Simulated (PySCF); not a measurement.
Atomic charges against the basis set

C₃H₈BP.
Atom-mapped SMILES: `[CH2:1]=[CH:2][CH2:3][BH:4][PH2:5]` (hydrogens: H6, H7 on C1; H8 on C2; H9, H10 on C3; H11 on B4; H12, H13 on P5)

Structure used (PBE0-D3(BJ)/def2-SVP), in Å, numbered top down from 1:
```
atom  x, y, z in Å
C1     1.9925   -0.3639    0.9438
C2     1.2751   -0.2506   -0.1757
C3     0.2688    0.8117   -0.4711
B4    -1.2442    0.3883   -0.5361
P5    -1.8261   -1.3946   -0.4175
H6     2.6916   -1.1911    1.0923
H7     1.9092    0.3692    1.7533
H8     1.4006   -1.0163   -0.9535
H9     0.3309    1.6403    0.2604
H10    0.4831    1.2964   -1.4456
H11   -2.0716    1.2258   -0.8207
H12   -1.0309   -1.9140    0.6390
H13   -3.0717   -1.2707    0.2519
```

PBE0 throughout (PySCF), one geometry, spherical d and f functions. One conformer (not necessarily the lowest) at the PBE0-D3(BJ)/def2-SVP geometry, without solvent, vibrations or thermal averaging. The first 7 of 11 kinds of atom are listed.

Mulliken charges (e):

```tsv
basis	functions	C1	C2	C3	B4	P5	H6	H7
STO-3G	37	-0.182	-0.081	-0.252	+0.061	+0.216	+0.077	+0.073
6-31G	65	-0.360	-0.099	-0.553	+0.107	-0.022	+0.158	+0.151
pcSseg-0	65	-0.410	-0.237	-0.856	+0.247	-0.271	+0.219	+0.211
6-31G*	90	-0.398	-0.094	-0.508	+0.103	-0.138	+0.170	+0.163
cc-pVDZ	114	-0.038	-0.145	-0.039	-0.006	-0.071	+0.043	+0.032
def2-SVP	114	-0.085	-0.137	-0.065	-0.022	-0.032	+0.051	+0.041
6-311+G(2d,p)	191	-0.431	+0.131	-0.486	-0.004	-0.070	+0.120	+0.112
aug-cc-pVDZ	191	+0.321	+1.056	+0.601	-0.458	-0.960	-0.400	-0.442
def2-TZVP	209	-0.282	-0.145	-0.220	+0.010	-0.215	+0.128	+0.119
IGLO-III	264	-0.227	-0.126	-0.331	+0.132	+0.151	+0.108	+0.085
cc-pVTZ	266	-0.280	-0.134	-0.159	-0.016	-0.101	+0.120	+0.108
```

IAO charges (e):

```tsv
basis	functions	C1	C2	C3	B4	P5	H6	H7
STO-3G	37	-0.278	-0.136	-0.393	-0.040	+0.213	+0.131	+0.126
6-31G	65	-0.332	-0.128	-0.408	-0.037	+0.042	+0.151	+0.142
pcSseg-0	65	-0.317	-0.132	-0.408	-0.051	+0.034	+0.147	+0.137
6-31G*	90	-0.321	-0.122	-0.398	-0.032	+0.096	+0.146	+0.137
cc-pVDZ	114	-0.327	-0.122	-0.398	-0.043	+0.094	+0.147	+0.138
def2-SVP	114	-0.319	-0.118	-0.393	-0.044	+0.107	+0.143	+0.134
6-311+G(2d,p)	191	-0.340	-0.125	-0.406	-0.046	+0.104	+0.152	+0.143
aug-cc-pVDZ	191	-0.341	-0.125	-0.404	-0.041	+0.085	+0.153	+0.143
def2-TZVP	209	-0.340	-0.124	-0.406	-0.046	+0.106	+0.152	+0.142
IGLO-III	264	-0.342	-0.125	-0.408	-0.049	+0.109	+0.153	+0.143
cc-pVTZ	266	-0.340	-0.124	-0.407	-0.044	+0.097	+0.152	+0.143
```

Hirshfeld charges (e):

| basis | functions | C1 | C2 | C3 | B4 | P5 | H6 | H7 |
| --- | --- | --- | --- | --- | --- | --- | --- | --- |
| STO-3G | 37 | -0.080 | -0.030 | -0.071 | +0.088 | +0.103 | +0.024 | +0.021 |
| 6-31G | 65 | -0.114 | -0.035 | -0.114 | +0.091 | -0.012 | +0.044 | +0.040 |
| pcSseg-0 | 65 | -0.107 | -0.033 | -0.124 | +0.086 | +0.016 | +0.043 | +0.038 |
| 6-31G* | 90 | -0.113 | -0.036 | -0.114 | +0.097 | -0.015 | +0.044 | +0.040 |
| cc-pVDZ | 114 | -0.111 | -0.035 | -0.129 | +0.093 | +0.013 | +0.043 | +0.040 |
| def2-SVP | 114 | -0.113 | -0.035 | -0.134 | +0.093 | +0.021 | +0.044 | +0.040 |
| 6-311+G(2d,p) | 191 | -0.113 | -0.046 | -0.141 | +0.095 | +0.020 | +0.045 | +0.043 |
| aug-cc-pVDZ | 191 | -0.116 | -0.045 | -0.146 | +0.098 | +0.017 | +0.046 | +0.044 |
| def2-TZVP | 209 | -0.115 | -0.043 | -0.141 | +0.097 | +0.013 | +0.045 | +0.043 |
| IGLO-III | 264 | -0.117 | -0.046 | -0.146 | +0.097 | +0.024 | +0.045 | +0.044 |
| cc-pVTZ | 266 | -0.115 | -0.040 | -0.139 | +0.097 | +0.012 | +0.045 | +0.043 |

ESP-fitted charges (e):

| basis | functions | C1 | C2 | C3 | B4 | P5 | H6 | H7 |
| --- | --- | --- | --- | --- | --- | --- | --- | --- |
| STO-3G | 37 | -0.431 | +0.113 | -0.360 | +0.338 | -0.227 | +0.133 | +0.157 |
| 6-31G | 65 | -0.606 | +0.088 | -0.444 | +0.335 | -0.449 | +0.206 | +0.232 |
| pcSseg-0 | 65 | -0.642 | +0.110 | -0.511 | +0.418 | -0.503 | +0.216 | +0.250 |
| 6-31G* | 90 | -0.596 | +0.079 | -0.430 | +0.312 | -0.369 | +0.203 | +0.230 |
| cc-pVDZ | 114 | -0.550 | +0.040 | -0.349 | +0.258 | -0.308 | +0.190 | +0.213 |
| def2-SVP | 114 | -0.555 | +0.046 | -0.341 | +0.271 | -0.325 | +0.190 | +0.214 |
| 6-311+G(2d,p) | 191 | -0.642 | +0.066 | -0.398 | +0.272 | -0.300 | +0.217 | +0.248 |
| aug-cc-pVDZ | 191 | -0.619 | +0.073 | -0.400 | +0.288 | -0.302 | +0.208 | +0.238 |
| def2-TZVP | 209 | -0.633 | +0.072 | -0.401 | +0.283 | -0.298 | +0.214 | +0.244 |
| IGLO-III | 264 | -0.613 | +0.045 | -0.359 | +0.257 | -0.280 | +0.210 | +0.238 |
| cc-pVTZ | 266 | -0.605 | +0.063 | -0.386 | +0.277 | -0.295 | +0.206 | +0.234 |

Problem. Which scheme is steadiest as the basis changes?

Solution. Largest range over the bases for any column: Hirshfeld 0.12 e, IAO 0.18 e, ESP-fitted 0.28 e, Mulliken 1.46 e. Hirshfeld charges move least and Mulliken charges most, counted in e. Without the minimal STO-3G basis the ranges are Hirshfeld 0.04, IAO 0.07, ESP-fitted 0.22, Mulliken 1.46 e.

Problem. How much do the charges still move between the two largest bases, IGLO-III and cc-pVTZ?

Solution. At most, over all atoms: Mulliken 0.251 e, IAO 0.012 e, Hirshfeld 0.011 e, ESP-fitted 0.027 e.

Problem. What do the same runs give for the total energy, the frontier levels and the dipole moment?

Solution. 
| basis | energy (Eh) | HOMO (eV) | LUMO (eV) | μ (D) |
| --- | --- | --- | --- | --- |
| STO-3G | -479.4112 | -4.49 | 2.09 | 0.60 |
| 6-31G | -484.8975 | -7.07 | -1.03 | 1.12 |
| pcSseg-0 | -484.2602 | -7.32 | -1.32 | 1.27 |
| 6-31G* | -484.9547 | -7.04 | -1.08 | 0.91 |
| cc-pVDZ | -484.9893 | -7.14 | -1.23 | 0.70 |
| def2-SVP | -484.7731 | -7.19 | -1.27 | 0.73 |
| 6-311+G(2d,p) | -485.0304 | -7.26 | -1.40 | 0.67 |
| aug-cc-pVDZ | -484.9981 | -7.25 | -1.37 | 0.68 |
| def2-TZVP | -485.0414 | -7.25 | -1.38 | 0.66 |
| IGLO-III | -485.0462 | -7.24 | -1.36 | 0.59 |
| cc-pVTZ | -485.0431 | -7.24 | -1.35 | 0.66 |

The dipole is fixed by the density alone, so its range of 0.68 D shows that the density itself changes with the basis, not only its division among atoms.
